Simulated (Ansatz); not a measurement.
GeO (`[O+]#[Ge-]`), 2 atoms. Charge 0, multiplicity 1. Correlated methods include outer-core shells of Ge, which these sets cover unevenly. Scalar relativity is left out up to krypton. Hardware: A = 2 threads of an AMD EPYC 7R13 on a shared host; B = 2 threads of an AMD EPYC 7R13 on a shared host and a share of an NVIDIA H100 80 GB. Correlated methods freeze the cores. Open-shell runs search over several starts.

(1) Give the basis size and wall time and peak host memory of each of these runs in Ansatz. UKS ωB97M-V/def2-TZVPP energy of the cation [A]; RHF-CCSD(T)/def2-QZVPP energy [A]; RKS ωB97X-V/def2-TZVPP energy [A]; RHF-CCSD(T)/def2-TZVPP energy [A]; RKS r2SCANh-D4/def2-TZVPP energy [A]; UKS PBE0-D4/def2-TZVPP energy of the cation [A]; direct RPA on PBE orbitals/def2-TZVPP energy [A]; UHF-CCSD(T)/def2-QZVPP energy of the cation [B]; UKS B2PLYP (frozen core)/def2-TZVPP energy of the cation [A]; RHF-CCSD(T)/def2-SVP energy [A]; RKS ωB97M-V/def2-SVP energy [A]; RKS ωB97M-V/def2-QZVPP energy [A]. (An estimate is asked.)

Answers

(1) Computed: Other jobs shared the machine, so times are rough.

```csv
level,job,functions,wall time,peak host memory (GiB)
RHF-CCSD(T)/def2-SVP,energy [A],46,0.7 s,0.11
direct RPA on PBE orbitals/def2-TZVPP,energy [A],79,0.96 s,0.15
RKS r2SCANh-D4/def2-TZVPP,energy [A],79,1 s,0.16
RKS ωB97X-V/def2-TZVPP,energy [A],79,1.4 s,0.17
RHF-CCSD(T)/def2-TZVPP,energy [A],79,2 s,0.2
RKS ωB97M-V/def2-SVP,energy [A],46,2.3 s,0.15
UKS PBE0-D4/def2-TZVPP,energy of the cation [A],79,3.8 s,0.23
RKS ωB97M-V/def2-QZVPP,energy [A],146,4.3 s,0.3
RHF-CCSD(T)/def2-QZVPP,energy [A],146,7.5 s,0.66
UKS ωB97M-V/def2-TZVPP,energy of the cation [A],79,9.5 s,0.3
UKS B2PLYP (frozen core)/def2-TZVPP,energy of the cation [A],79,11 s,0.21
UHF-CCSD(T)/def2-QZVPP,energy of the cation [B],146,29 s,0.79
```
